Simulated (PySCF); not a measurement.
## IReN: fields on a plane

Method: UPBE0/[Re def2-SVP with ECP60, N def2-SVP, I def2-SVP with ECP28], scalar-relativistic core potentials, density fitting, no spin–orbit coupling, PySCF.

The quartet minimum has Re–I 2.653 Å, Re–N 1.644 Å; I–Re–N 126.5°.

The plane holds Re1 at (0.00, 0.00), N2 at (1.64, 0.00), I3 at (-1.58, 2.13) Å. Columns run from x = -3.45 to 4.05 Å, rows from y = 4.35 (top) to -1.95 Å, in steps of 0.3 Å. Other isomers or separated fragments may lie lower. Core electrons replaced by a potential are absent, the electrostatic potential uses the reduced nuclear charge, and values within about 0.7 Å of such atoms have no physical meaning.

Problem. Give the electrostatic potential (V) (cut at 20 V). Lower edges of the bins (V): '_' -1.08, '.' -0.96, ':' -0.76, '-' -0.45, '=' 0.05, '+' 0.84, '*' 2.08, '#' 4.06, '%' 7.18, '@' 12.14; top 20.0, each point printed twice.

Solution. 
```
----==========--------------------------------------
--================----------------------------------
======++++++++++++==--------------------------------
====++++**######**++==------------------------------
==++++##%%@@@@@@%%##++==----------------------------
==++**%%@@@@@@@@@@%%##++==--------------------------
==++##@@@@@@@@@@@@@@%%**==--------------------------
==++##@@@@@@@@@@@@@@%%**++====----------::----------
==++##@@@@@@@@@@@@@@%%**++++====----::::::::::::----
==++##@@@@@@@@@@@@@@%%##****++====--::::::::::::::--
--==**##@@@@@@@@@@@@%%%%####**++====--::......::::::
--==++**##%%@@@@@@%%@@@@@@%%##****++==--..__..::::::
----==++**####%%%%@@@@@@@@@@@@%%%%%%##++::____..::::
----====++**##%%@@@@@@@@@@@@@@@@@@@@@@##==____..::::
========++**##%%@@@@@@@@@@@@@@@@@@@@@@@@++..__..::::
========++**##%%@@@@@@@@@@@@@@@@@@@@@@@@++::__..::::
======++++**##%%@@@@@@@@@@@@@@@@@@@@@@%%++::....::::
======++++****##%%@@@@@@@@@@@@%%%%%%##**--::..::::::
======++++++****##%%@@@@@@@@%%****++++--::::::::::--
========++++++****##########**++====--::::::::::----
========++++++++************++++==----::::::::------
==========++++++++++++++++++++====------------------
```

Problem. Give the highest occupied orbital (Å^-3/2) at -6.62 eV (cut at ±0.3; overall sign arbitrary). Lower edges of the bins (Å^-3/2): '0' -0.300, '1' -0.240, '2' -0.180, '3' -0.120, '4' -0.060, '5' 0.000, '6' 0.060, '7' 0.120, '8' 0.180, '9' 0.240; top 0.30.

Solution. 
```
55555555554444444444444444
55555555554444444444444444
55566655544444444444444444
55666665544444444444444444
56677765444444444444444444
66788765433344444444444444
66788535322344444444444444
66787138412344444444444444
66777369312345554444444444
56676554112455554444444444
55665421124566654433444444
55554432235798754323344444
55554433335999753101234444
55554443323899652000234444
55555544310451355000234444
55555555541540279922334444
55555566788610489964444444
55555567899987789875544444
55555667899999888765555555
55555667789998877665555555
55555566778888776655555555
55555566677777666555555555
```

With open d or f shells other occupations or spin states may lie lower. Spin–orbit coupling, left out here, can matter for elements this heavy.
